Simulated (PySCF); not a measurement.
## Relaxation of quintet CoOBr

All numbers come from UPBE0 in PySCF with Co def2-SVP, O def2-SVP, Br def2-SVP; no relativity; density-fitted integrals. A (50,194) grid was used.

A hand-made bent start, of Cs symmetry, held to at least that symmetry:

```xyz
3
charge 0 multiplicity 5, angstrom
Co   -0.8092    0.0000   -0.7574
O    -2.1198    0.0000    0.1603
Br    1.0339    0.0000    0.5331
```

Question: What forces act on the atoms at the start (eV/Å)?

Answer: 
```csv
atom,Fx,Fy,Fz
Co1,0.62,0.00,0.41
O2,-1.26,0.00,-0.15
Br3,0.65,0.00,-0.26
```

Question: What does it relax to?

Answer: It ends at C∞v with Co–Br 2.268 Å, Co–O 1.610 Å; Br–Co–O 180.0°. No frequency check is given, so it may be a saddle point.

Question: How much energy is released, and in how many steps?

Answer: 60.7 kJ/mol in 11 steps.

With open d or f shells other occupations or spin states may lie lower.
